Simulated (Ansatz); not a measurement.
Frontier orbitals of Al2H6O2 (`[OH+]1[AlH2-][OH+][AlH2-]1`).

```json
{"atom": "O1", "x (Å)": "1.022", "y (Å)": "0.020", "z (Å)": "0.652"}
{"atom": "Al2", "x (Å)": "-0.659", "y (Å)": "-0.659", "z (Å)": "1.054"}
{"atom": "O3", "x (Å)": "-1.022", "y (Å)": "-0.020", "z (Å)": "-0.651"}
{"atom": "Al4", "x (Å)": "0.659", "y (Å)": "0.658", "z (Å)": "-1.054"}
{"atom": "H5", "x (Å)": "1.548", "y (Å)": "0.508", "z (Å)": "1.285"}
{"atom": "H6", "x (Å)": "-1.304", "y (Å)": "0.211", "z (Å)": "2.213"}
{"atom": "H7", "x (Å)": "-0.730", "y (Å)": "-2.242", "z (Å)": "1.039"}
{"atom": "H8", "x (Å)": "-1.548", "y (Å)": "-0.507", "z (Å)": "-1.285"}
{"atom": "H9", "x (Å)": "1.303", "y (Å)": "-0.211", "z (Å)": "-2.213"}
{"atom": "H10", "x (Å)": "0.731", "y (Å)": "2.242", "z (Å)": "-1.039"}
```

The species carries charge 0 and has multiplicity 1. The geometry is a stationary point of PBE0-D4/def2-TZVP. Basis def2-TZVPP, Ansatz.

Orbital energies of one run (eV). Highest occupied ones, from the top: -6.52, -6.83, -7.80, -8.58, -9.12, -9.33, -10.30, -11.60, -12.77, -14.81, -25.59, -26.17, -68.57, -68.57. Empty: -1.24, -0.55, 0.03, 0.58, 0.95, 1.18.

Question: Which functional gave them?
A. ωB97M-V
B. LC-ωPBE
C. revPBE
D. ωB97X-V

Answer: C. HOMO energies: revPBE -6.52, ωB97M-V -10.07, LC-ωPBE -10.63, ωB97X-V -10.29 eV.

LC-ωPBE has ω = 0.4 bohr⁻¹.
